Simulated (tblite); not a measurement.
Species: C4H14N2Si.
Geometry (GFN2-xTB, Å), atoms numbered from 1 in this order:
```xyz
21
C4H14N2Si angstrom
C      2.826    1.065   -0.098
C      1.386    0.797    0.317
C      0.849   -0.484   -0.312
N     -0.514   -0.743    0.128
C     -0.984   -2.050   -0.285
N     -1.370    0.279   -0.325
Si    -2.603    0.872    0.715
H      3.187    1.985    0.356
H      2.903    1.163   -1.179
H      3.474    0.250    0.216
H      0.750    1.631    0.018
H      1.320    0.702    1.401
H      1.463   -1.332    0.003
H      0.904   -0.410   -1.415
H     -1.997   -2.187    0.090
H     -0.341   -2.814    0.145
H     -0.994   -2.168   -1.382
H     -1.488    0.284   -1.337
H     -3.168    1.993   -0.037
H     -1.930    1.264    1.949
H     -3.680   -0.081    1.033
```

Computed values, GFN2-xTB/tblite, gas phase, harmonic and unscaled. Against measured fundamentals such values can be off by several per cent, at times by over 20. Modes of hydrogen on silicon can be 10 to 20 % off. One conformer, not necessarily the lowest.

Harmonic wavenumbers (cm⁻¹): 55.6, 66.5, 95.6, 119.7, 165.7, 192.7, 228.6, 236.0, 318.3, 375.3, 421.9, 460.0, 556.8, 577.3, 601.5, 739.1, 787.7, 805.4, 823.9, 834.4, 906.8, 932.1, 980.5, 1047.0, 1091.2, 1094.0, 1118.3, 1144.9, 1186.9, 1212.5, 1236.4, 1279.2, 1298.1, 1363.0, 1368.7, 1407.9, 1414.2, 1473.8, 1482.1, 1488.7, 1495.8, 1504.2, 1507.2, 2160.6, 2252.7, 2296.3, 2790.9, 2835.5, 2963.0, 2991.6, 3003.0, 3018.4, 3021.3, 3028.1, 3032.7, 3042.9, 3246.8.

A = 3085, B = 1166, C = 902.6 MHz; mass 118.093 u (most abundant isotopes); point group C1, symmetry number 1.

What is the zero-point energy?

½Σν̃ = 38590 cm⁻¹ = 461.64 kJ/mol.

Entropy at 298.15 K, 1 bar (ideal gas, RRHO, classical rotation)?

Translation 168.36, rotation 121.27, vibration 131.67: S = 421.3 J/(mol K).

And Cp and H(298.15 K) − H(0)?

Cp = 167.82 J/(mol K), of which vibrations give 134.56 (their classical limit is 57 R = 473.9); H(298.15 K) − H(0) = 30.57 kJ/mol without the zero-point energy, 20.66 from vibrations.

Which modes carry the vibrational entropy at 298.15 K?

55.6 cm⁻¹: 19.28; 66.5 cm⁻¹: 17.80; 95.6 cm⁻¹: 14.82; 119.7 cm⁻¹: 12.99; 165.7 cm⁻¹: 10.39; 192.7 cm⁻¹: 9.21 J/(mol K); the other 51 give 47.17 together.

Blend soft modes into free rotors: weight 1/[1 + (100 cm⁻¹/ν̃)⁴] for the oscillator and the rest for a rotor with moment μB/(μ + B), μ = h/(8π²ν), B = 10⁻⁴⁴ kg m². What vibrational entropy results?

121.69 J/(mol K) in place of 131.67, which changes −T·S at 298.15 K by +2.97 kJ/mol.

What must be added to the electronic energy to get the Gibbs energy at 298.15 K and 1 bar?

ZPE + [H(298.15 K) − H(0)] − T·S = 461.64 + 30.57 − 125.61 = 366.60 kJ/mol.

Hindered rotation and anharmonicity are outside this model. Other conformers, if any are populated, would add a mixing term that is left out. The structure is chiral; the term R ln 2 for an equal mix with its mirror image is left out.
